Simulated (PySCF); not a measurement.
Ground-state electric properties of a mixed set of molecules.

All values: CAM-B3LYP/def2-SVPD (PySCF) at PBE0-D3(BJ)/def2-SVP geometries, gas phase, one conformer each. Core orbitals are frozen in the response; Δα² is half the sum of the squared differences of the principal polarisabilities.

Problem. Rank by HOMO energy, lowest first.
A. `O=C1CCc2ccccc21`
B. `CCSCC`
C. `F[C@@H]1CC[SiH2][C@@H]1F`
D. `C/N=C\[SiH2]C(C)(C)C`

Solution. C (-9.57 eV), A (-8.65 eV), D (-8.14 eV), B (-7.62 eV).

Problem. Rank by vertical ionisation energy (ΔSCF), lowest first.
A. `F[C@@H]1CC[SiH2][C@@H]1F`
B. `O=C1CCC2=CC=CC=C12`
C. `C/N=C\[SiH2]C(C)(C)C`
D. `CCSCC`

Solution. D (8.48 eV), C (8.82 eV), B (9.19 eV), A (10.38 eV).

Problem. Rank by dipole moment, highest first.
A. `[F:1][C@@H:2]1[CH2:3][CH2:4][SiH2:5][C@@H:6]1[F:7]` with F1–C2–C3–C4 -63°, C2–C3–C4–Si5 -31°, C3–C4–Si5–C6 4°, C4–Si5–C6–F7 146°
B. 1-indanone (`O=C1CCc2ccccc21`)
C. `[CH3:1][CH2:2][S:3][CH2:4][CH3:5]` with C1–C2–S3–C4 65°, C2–S3–C4–C5 65°

Solution. B (3.77 D), A (3.27 D), C (1.76 D).

All values together:

| SMILES | formula | μ (D) | HOMO (eV) | LUMO (eV) | α (Å³) | Δα (Å³) | electrons | α per electron (Å³) | ΔSCF removal energy (eV) |
| --- | --- | --- | --- | --- | --- | --- | --- | --- | --- |
| O=C1CCc2ccccc21 | C9H8O | 3.77 | -8.65 | -0.60 | 15.31 | 9.38 | 70 | 0.219 | 9.19 |
| C/N=C\[SiH2]C(C)(C)C | C6H15NSi | 1.63 | -8.14 | 0.32 | 16.34 | 5.95 | 72 | 0.227 | 8.82 |
| F[C@@H]1CC[SiH2][C@@H]1F | C4H8F2Si | 3.27 | -9.57 | 0.99 | 10.74 | 1.68 | 64 | 0.168 | 10.38 |
| CCSCC | C4H10S | 1.76 | -7.62 | 1.24 | 10.72 | 2.23 | 50 | 0.214 | 8.48 |
| CC#Cc1cccc(O)c1 | C9H8O | 1.78 | -7.57 | 0.15 | 17.14 | 14.15 | 70 | 0.245 | – |

Conformers: `[CH3:1]/[N:2]=[CH:3]\[SiH2:4][C:5]([CH3:6])([CH3:7])[CH3:8]` with N2–C3–Si4–C5 179°; `[F:1][C@@H:2]1[CH2:3][CH2:4][SiH2:5][C@@H:6]1[F:7]` with F1–C2–C3–C4 -63°, C2–C3–C4–Si5 -31°, C3–C4–Si5–C6 4°, C4–Si5–C6–F7 146°; `[CH3:1][CH2:2][S:3][CH2:4][CH3:5]` with C1–C2–S3–C4 65°, C2–S3–C4–C5 65°; `[CH3:1][C:2]#[C:3][c:4]1[cH:5][cH:6][cH:7][c:8]([OH:9])[cH:10]1` with C7–C8–O9–H 180°.

A dash marks a removal energy that wasn't run or isn't settled.
